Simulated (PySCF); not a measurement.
**Excited states of Al⁺ (aluminium, charge +1)**

Ground state [Ne] 3s2, ¹S. Computed with PySCF 2.14 in def2-TZVP (5s5p2d1f, 37 functions), with no relativity, point nucleus. Vertical excitation energies in eV without spin-orbit coupling; excited terms of each kind are numbered among those the solver found. Frozen: [He] 2s2.

```tsv
term	leading excitation	EOM-EE-CCSD	measured centre of gravity (NIST)
1 3P°	3s → p	4.599	4.651 (3s3p)
1 1P°	3s → p	7.474	7.421 (3s3p)
1 3S	3s → s	12.133	11.317 (3s4s)
1 3D	3s → d	12.325	11.847 (3s3d)
1 1S	3s → s	13.174	11.822 (3s4s)
2 3P°	3s → p	14.502	n/a
2 1P°	3s → p	14.829	n/a
1 1D	3s → d	15.024	n/a
```

Only the lower part of the computed list is shown. Doubly excited terms such as np² are absent. The solver can miss terms. Rydberg members are limited by the diffuse functions of the basis.
